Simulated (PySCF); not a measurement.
Delta-SCF ions had no search for a lower state. Excitations are Tamm–Dancoff values on a coarser integration grid. The basis has no diffuse functions, so Rydberg states are missing or too high.

**C$_{4}$H$_{7}$BSi, SMILES `BC1=CC=C[SiH2]1` (charge 0, multiplicity 1)**

Calculation: r2SCAN-D4/def2-TZVP run with PySCF.

```yaml
HOMO: -6.57 eV
dipole_moment: 2.30 D
HOMO–LUMO gap: 3.22 eV
LUMO: -3.36 eV
S1 excitation (TDA): 3.89 eV
S1 oscillator strength: 0.001
brightest of the four lowest singlets (TDA): 4.45 eV
T1 excitation (TDA): 2.31 eV
S1–T1 gap (TDA): 1.58 eV
vertical ionisation energy (Delta-SCF): 9.15 eV
total_energy: -12812.68 eV
cost: roughly 25 core-minutes
```

```xyz
13

B      2.2613     0.2280    -0.1829
C      0.7515     0.0655    -0.0591
C      0.1541    -1.1656    -0.0655
C     -1.3032    -1.2448     0.0578
C     -1.9577    -0.0673     0.1721
Si    -0.6587     1.2780     0.1214
H      2.7836     1.3059    -0.1874
H      2.9501    -0.7505    -0.2791
H      0.7356    -2.0831    -0.1597
H     -1.7972    -2.2138     0.0543
H     -3.0357    -0.0208     0.2697
H     -0.8314     2.1984    -1.0346
H     -0.6204     2.0876     1.3689
```
Charge 0, spin multiplicity 1.
